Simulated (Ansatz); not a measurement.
`[AsH2]C[TeH]` at its PBE0-D4/def2-TZVP geometry, where that method's forces vanish. The species carries charge 0 and has multiplicity 1. Te: def2 effective core potential.

| atom | x (Å) | y (Å) | z (Å) |
| --- | --- | --- | --- |
| As1 | -0.0677 | 0.3114 | -1.6388 |
| C2 | 0.2290 | 0.2576 | 0.3144 |
| Te3 | 0.0546 | -1.7734 | 0.9814 |
| H4 | -1.4378 | -0.3588 | -1.5852 |
| H5 | -0.7055 | 1.6988 | -1.6570 |
| H6 | 1.2502 | 0.5795 | 0.5087 |
| H7 | -0.4733 | 0.8795 | 0.8617 |
| H8 | 1.1504 | -1.5947 | 2.2148 |

(1) For each bond, give half the difference of the two atoms' forces along it (eV/Å; positive pushes the atoms apart) under PBE-D4, r2SCAN-D4, B3LYP-D4, ωB97M-V in def2-TZVPP. (Estimate.)

## Answers

(1) The calculation gave: 
```
  bond  length (Å)  PBE-D4  r2SCAN-D4  B3LYP-D4  ωB97M-V
As1–C2       1.976    0.18       0.10      0.23     0.03
As1–H4       1.526    0.24      -0.01      0.04    -0.11
As1–H5       1.527    0.25      -0.01      0.01    -0.13
C2–Te3       2.145    0.19       0.16      0.28    -0.03
 C2–H6       1.088    0.09      -0.05     -0.14    -0.06
 C2–H7       1.086    0.05      -0.07     -0.15    -0.06
Te3–H8       1.659    0.25       0.02      0.05    -0.14
```

B3LYP here is the variant with VWN-RPA as its local correlation; programs differ in this.

Computed with Ansatz.
